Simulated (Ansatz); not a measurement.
Born–Oppenheimer molecular dynamics of CH8OSn (11 atoms, charge 0, multiplicity 1). It starts at the highest image of a converged band. Of that band: Neighbouring images differ by up to 1.9 eV, so the band resolves the path poorly. A vibrational analysis at the climbing image gives one clearly imaginary mode, 1285i cm⁻¹: a first-order saddle point.

These are results of Ansatz, RKS revPBE-D4/def2-mTZVP, not measurements.

* ensemble: NVE (velocity Verlet)
* time step: 0.5 fs
* steps asked: 200
* starting velocities drawn for: 300 K
* seed: 10661

First frame:

```xyz
11
Properties=species:S:1:pos:R:3
Sn -0.536 1.175 0.179
O 0.609 -0.188 1.579
H -0.182 1.685 -1.443
H -2.186 0.775 0.465
H -0.049 2.507 1.194
H 0.507 -0.750 0.533
C 0.093 -1.131 -0.829
H 1.533 0.103 1.726
H 0.232 -2.180 -0.509
H 0.867 -0.889 -1.569
H -0.888 -1.107 -1.328
```

Q: How far do the bonds stretch over the last three quarters of this one trajectory? (Pairs bonded in most of those frames.)

A: 
| bond | mean (Å) | spread (Å) | shortest | longest |
| --- | --- | --- | --- | --- |
| Sn1–O2 | 2.049 | 0.088 | 1.91 | 2.18 |
| Sn1–H3 | 1.727 | 0.023 | 1.69 | 1.77 |
| Sn1–H4 | 1.730 | 0.011 | 1.71 | 1.75 |
| Sn1–H5 | 1.739 | 0.031 | 1.68 | 1.79 |
| O2–H8 | 0.979 | 0.009 | 0.96 | 0.99 |
| H6–C7 | 1.127 | 0.106 | 0.96 | 1.29 |
| C7–H9 | 1.102 | 0.027 | 1.04 | 1.16 |
| C7–H10 | 1.102 | 0.028 | 1.04 | 1.17 |
| C7–H11 | 1.098 | 0.022 | 1.06 | 1.14 |

Mean temperature of the second half: 1594 K. The conserved energy stayed within 0.58 meV per atom of its start (net change -0.19 meV per atom), so the integration is sound. The kinetic energy rose, since the run started high on the potential surface and went downhill. It ends in pieces (CH4 + H4OSn), so much of that is their flight and rotation, not heat. A run of 0.1 ps of so small a system gives no equilibrium averages. The orbitals stay closed-shell, which can raise the energy where a bond breaks towards radicals; this wasn't checked here.

Run time: 5.2 min on 2 threads of Intel(R) Xeon(R) CPU @ 2.80GHz (Skylake/Cascade Lake) (shared host), peak memory 0.21 GiB.
